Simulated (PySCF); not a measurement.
## Do core-level shifts follow atomic charges?

Compound: B3Cl2H4N.
Numbering: `[BH2:1][NH:2][BH:3][B:4]([Cl:5])[Cl:6]`

Cartesian coordinates in Å at the PBE0-D3(BJ)/def2-SVP level; atoms count from 1:
```
atom  x, y, z in Å
B1    -0.157    1.764    0.399
N2     0.512    0.586   -0.023
B3     1.919    0.455   -0.192
B4     2.982    1.742    0.105
Cl5    3.439    2.851   -1.176
Cl6    3.726    1.945    1.681
H7    -1.359    1.768    0.514
H8     0.503    2.748    0.634
H9    -0.059   -0.231   -0.217
H10    2.350   -0.619   -0.559
```

Binding energies: PySCF 2.14.0, delta-SCF UKS SCAN, pcX-2 on the ionised atom, pcseg-1 elsewhere, spin-free X2C. Charges: PBE0/pcSseg-1 ground-state density, for the ionised atom.

```csv
atom,environment,B 1s (eV),Mulliken (e),IAO (e),Hirshfeld (e),ESP (e)
B3,three-coordinate boron,196.24,+0.257,+0.054,+0.101,+0.204
B1,three-coordinate boron,196.52,+0.167,+0.067,+0.154,+0.286
B4,three-coordinate boron,197.99,+0.154,+0.050,+0.110,+0.100
```

How well does each charge scheme correlate with the binding energies over these sites?

Hirshfeld: r = -0.21, slope -7.1 eV per e; Mulliken: r = -0.71, slope -11.9 eV per e; ESP: r = -0.82, slope -8.3 eV per e. On 3 points no scheme stands out. The IAO charges vary by under 0.03 e and aren't fitted.

The point-charge model writes a binding energy as kq + V + constant, with V the potential of the other atoms' charges at the site. What does it give with the ESP charges?

V = Σ 14.40 eV Å × q/r over all other atoms: -2.53 eV at B3, -3.95 eV at B1, -0.83 eV at B4. Fitting binding energy − V to q gives k = 8.5 eV per e and leaves an rms residual of 0.46 eV, against 0.43 eV for the fit on q alone. The model has no term for differences in relaxation between sites.

The unrestricted hole states depart most from a pure doublet (⟨S²⟩ = 0.75; over 0.85 named) for B 1s of B1 (0.86), which makes this value less certain. Geometry: PBE0-D3(BJ)/def2-SVP, one conformer, isolated molecule.
